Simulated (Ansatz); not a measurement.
Ideal-gas functions of F3OSi (`[O][Si](F)(F)F`) radical at 600 K and 1 bar, from an Ansatz frequency run at PBE0-D4/def2-TZVP.

Molar mass 101.08 g/mol, point group Cs (symmetry number 1), electronic degeneracy 2, moments of inertia 117.353, 122.545, 126.048 u Å². Harmonic wavenumbers (cm⁻¹, unscaled): 101, 247, 349, 364, 381, 778, 981, 1015, 1032.

Use S(trans) = R[1.5 ln M + 2.5 ln T − 1.1517]; rotational temperatures θ = 24.2544 K / I; S(rot) = R[ln(√π/σ · √(T³/θAθBθC)) + 1.5]; for each mode x = 1.438777 ν̃/T, S = R[x/(eˣ − 1) − ln(1 − e⁻ˣ)] and H = RT x/(eˣ − 1); 1 cm⁻¹ = 0.0119627 kJ/mol; R = 8.31446 J/(mol·K).

Problem. By hand: the entropy, in J/(mol·K).

Solution. Translation 181.0. Rotation: θ = 0.2067, 0.1979, 0.1924 K, giving 117.2. Vibration, mode by mode: 20.12, 12.79, 10.03, 9.70, 9.35, 4.24, 2.89, 2.71, 2.62, in all 74.5. Electronic 5.8. Sum 378.5 J/(mol·K).

Problem. By hand: H − E and G − E in kJ/mol, counted from the electronic energy.

Solution. Zero-point energy ½ × 5248 × 0.0119627 = 31.4; thermal vibration 22.7; translation, rotation and pV give 4 RT = 20.0. H − E = 74.1 kJ/mol, and G − E = 74.1 − 600 × 378.5/1000 = -153.0 kJ/mol.

Vibration gives 20 % of the entropy, 20.1 J/(mol·K) of it from the mode under 150 cm⁻¹: soft modes count most, and the harmonic formula is weakest for them.
